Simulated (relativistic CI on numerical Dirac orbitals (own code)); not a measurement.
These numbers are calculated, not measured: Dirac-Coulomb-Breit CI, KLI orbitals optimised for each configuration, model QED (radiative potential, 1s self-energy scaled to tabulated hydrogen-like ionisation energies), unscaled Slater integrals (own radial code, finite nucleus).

The strongest absorption lines from the ground level of an ion, among the configurations computed and to levels below about 130 eV (vacuum wavelength in Å, gf): 174.18 (0.7), 176.44 (4.7), 183.33 (0.45), 184.49 (1.2), 184.76 (2.5), 200.32 (0.16), 345.33 (0.076), 357.19 (0.21).

Question: Which ion is it?
A. Fe XI
B. Cr IX
C. Fe IX
D. Ti VII

Answer: A. Fe XI has 16 electrons and the ground level 3s²3p⁴ ³P2; the strongest line goes to 3s²3p³3d ³D°3. The pattern of lines fixes the number of electrons, and along that sequence the line energies rise steadily with the charge (about as its square where n changes within one kind of shell, about linearly where n is kept but much faster in heavy ions where fine structure, which grows about as Z⁴, sets the gap, and irregularly where shells cross), which fixes Z. Configurations outside the model, such as inner-shell arrays, can give stronger lines. At this charge energies of transitions that change n are usually good to better than 1 %, and those within a shell (Δn = 0) to a few per cent.

LS names give the leading component of a level, which can be under half, so a name can repeat, a term be missing and a line seem to break the LS rules.
